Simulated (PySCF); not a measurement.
**Dipole moment and polarisability of beta-pinene**

Compound: beta-pinene, C10H16.
Atom-mapped SMILES: `[CH2:1]=[C:2]1[CH2:3][CH2:4][C@H:5]2[CH2:6][C@@H:7]1[C:8]2([CH3:9])[CH3:10]` (hydrogens: H11, H12 on C1; H13, H14 on C3; H15, H16 on C4; H17 on C5; H18, H19 on C6; H20 on C7; H21, H22, H23 on C9; H24, H25, H26 on C10)

Structure used (PBE0-D3(BJ)/def2-SVP), in Å, numbered top down from 1:
```
atom  x, y, z in Å
C1     1.9619   -1.4477   -2.1414
C2     1.3615   -0.8869   -1.0874
C3     1.8325   -1.0845    0.3388
C4     0.7191   -0.8807    1.3869
C5    -0.4072   -0.0131    0.8311
C6     0.1872    1.0719   -0.0923
C7     0.1573    0.0006   -1.2080
C8    -1.0392   -0.6607   -0.4387
C9    -1.1833   -2.1712   -0.5079
C10   -2.3736   -0.0197   -0.8038
H11    1.6190   -1.2460   -3.1600
H12    2.8164   -2.1204   -2.0226
H13    2.6262   -0.3402    0.5211
H14    2.3187   -2.0653    0.4515
H15    1.1427   -0.4043    2.2855
H16    0.3080   -1.8472    1.7193
H17   -1.1043    0.2991    1.6263
H18    1.1640    1.5008    0.1789
H19   -0.5100    1.8960   -0.2879
H20   -0.0228    0.3111   -2.2492
H21   -1.5083   -2.4749   -1.5160
H22   -0.2475   -2.7068   -0.3005
H23   -1.9452   -2.5213    0.2076
H24   -2.6784   -0.3154   -1.8205
H25   -2.3465    1.0785   -0.7701
H26   -3.1611   -0.3540   -0.1090
```

Level: wB97X-D/def2-SVPD (PySCF), static field, nuclei fixed, core orbitals frozen in the response. The polarisability tensor in these axes (au):

```
x   118.55  -6.47  -5.40
y    -6.47 104.27   5.99
z    -5.40   5.99 114.62
```

**Question.** Give the principal values, the mean and the anisotropy Δα = √{½[(α1 − α2)² + (α2 − α3)² + (α1 − α3)²]}.

**Answer.** Principal values 100.62, 110.94 and 125.88 au; mean 112.48 au = 16.67 Å³ = 18.55 × 10⁻⁴⁰ C²·m²/J; Δα = 22.00 au (20 % of the mean).

**Question.** What is the dipole moment, and where does it point?

**Answer.** (-0.32, 0.20, 0.62) D, 0.73 D in size, pointing from the negative to the positive side. Measured along this direction, the outermost atoms are H11 at the negative end and H17 at the positive end.

**Question.** What depolarisation ratio follows for Rayleigh scattering of linearly polarised light, taking the static tensor?

**Answer.** ρ = 3Δα²/(45ᾱ² + 4Δα²) = 1451.7/(569306 + 1935.6) = 0.00254.

**Question.** What are the principal values of the traceless quadrupole moment, Θ = ½Σq(3rr − r²1), about the centre of nuclear charge?

**Answer.** -2.35, -0.48, 2.83 D·Å. The values depend on the origin, since the dipole doesn't vanish. The electronic extent ⟨r²⟩ about the same centre is 1336 bohr², a root-mean-square distance of 2.22 Å for the 76 electrons.

**Question.** What would n − 1 = 2πNα be for an ideal gas of these molecules at 273.15 K and 1 atm, electronic part alone?

**Answer.** N = p/kT = 2.6868 × 10¹⁹ cm⁻³, so n − 1 = 2π × N × 16.67 × 10⁻²⁴ cm³ = 2814 × 10⁻⁶ at long wavelengths, for an ideal gas.

Geometry: PBE0-D3(BJ)/def2-SVP; no solvent, vibrations or thermal averaging.

The run behind these numbers computed excited states and ΔSCF ions as well. The run took 4.3 min of wall time (grids of density and orbitals included) on one thread, Arm Neoverse V1 (aarch64), on a shared host, and the process peaked at 2.2 GiB of memory.
